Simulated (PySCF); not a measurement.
How good is the calculation?

Geometry (Å), atoms numbered from 1 in this order:
```xyz
18

C     3.301   -0.349   -0.892
O     1.889   -0.444   -0.798
C     1.312    0.327    0.139
O     1.939    1.062    0.862
C    -0.162    0.170    0.177
C    -0.880    0.917    1.108
C    -2.255    0.802    1.176
C    -2.921   -0.059    0.317
C    -2.210   -0.804   -0.611
C    -0.834   -0.693   -0.684
H     3.599    0.674   -1.130
H     3.766   -0.638    0.053
H     3.599   -1.028   -1.687
H    -0.339    1.580    1.765
H    -2.811    1.381    1.898
H    -3.996   -0.149    0.370
H    -2.733   -1.474   -1.278
H    -0.273   -1.269   -1.403
```

[PySCF 2.14: GFN2-xTB structure; σ from GIAO-PBE0/pcSseg-1; rapidly exchanging positions averaged; one conformer; relativity neglected; no solvent model]

Reference values: measured (solution, not stated per compound (mostly CDCl3 or CCl4); Pretsch, Buehlmann, Badertscher, Structure Determination of Organic Compounds, 4th ed. (2009)).
| atoms | quantity | reference | computed | computed, scaled |
| --- | --- | --- | --- | --- |
| C1 | δ ¹³C | 51.8 | 54.0 | 50.5 |
| H11/H12/H13 | δ ¹H | 3.88 | 4.13 | 3.98 |

Reference values: measured (solution, CD3CN, 313 K; ARKIVOC 2009 (viii) 212).
```
atoms                 quantity  reference  computed  computed, scaled
   O4  δ ¹⁷O vs H2O (external)      336.0         –             340.2
   O2  δ ¹⁷O vs H2O (external)      126.0         –             123.0
```

Reference values: measured (solution, CH3CN, 313 K; J.-C. Zhuo, Molecules 4 (1999) 320).
```csv
atoms,quantity,reference,computed,"computed, scaled"
O4,δ ¹⁷O vs H2O (external),337.5,–,340.2
O2,δ ¹⁷O vs H2O (external),127.3,–,123.0
```

Reference values: measured (solution, CCl4; Shapiro, Mohrmann, J. Phys. Chem. Ref. Data 1977, 6, 919).
```json
{"atoms": "H14/H18", "quantity": "δ ¹H", "reference": "7.97", "computed": "8.54", "computed, scaled": "8.15"}
{"atoms": "H16", "quantity": "δ ¹H", "reference": "7.46", "computed": "7.81", "computed, scaled": "7.46"}
{"atoms": "H15/H17", "quantity": "δ ¹H", "reference": "7.36", "computed": "7.75", "computed, scaled": "7.40"}
```

Computed shifts are σ(ref) − σ with the named reference compound (TMS for H and C) calculated as an isolated molecule at the same level. The measured values may be among those fitted. Scaled to experiment by linear calibration (H and C: mostly CDCl3 data, vs TMS): ¹H (scatter 0.17 ppm rms, 0.18 ppm with the 4 outliers that the fit left out); ¹³C (scatter 2.1 ppm rms, 2.3 ppm with the 13 outliers that the fit left out); ¹⁷O (scatter 10.7 ppm rms, 12.2 ppm with the 3 outliers that the fit left out vs liquid water, solution or neat liquid). Occasional misses reach two or three times the rms, and more in compound classes unlike the fitted ones.

How far are the unscaled ¹H shifts from the references?

Answers

Mean signed difference +0.39 ppm, mean absolute 0.39 ppm over 4 comparisons; the largest is +0.57 ppm at H14/H18 (hydrogen on an aromatic CH).

9 of the 19 published NMR values on file for this molecule are compared. The rest: values from further sources.
